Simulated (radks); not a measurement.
The numbers below are computed, except where a source is named.
Q: Successive ionisation energies (eV) of one element, from differences of total energies of ions in their ground configurations, starting at charge 44: 2241.6, 2305.4, 2369.3, 2692.1, 2755.0, 2816.9, 2897.4, 2961.6, 3024.9, 3344.3, 3416.9, 5647.2, 5794.9, 5943.6, 6093.0, 6242.9, 6436.6, 6592.4, 6749.0, 6906.4, 7064.3, 7759.0. Code: a radial shooting solver on a logarithmic mesh with Libxc functionals. Model: scalar-relativistic Kohn-Sham, PBEsol, spin-polarised, spherical densities, finite nucleus; open shells are filled with parallel spins first (spin-orbit coupling, left out, can overturn this in heavy ions); Fermi nuclear charge, rms radius 5.5211 fm. Which element is it?

A: Bismuth (Z = 83). The first species listed is Bi44+ in [Kr] 4d3, the last Bi65+ in [Ar].
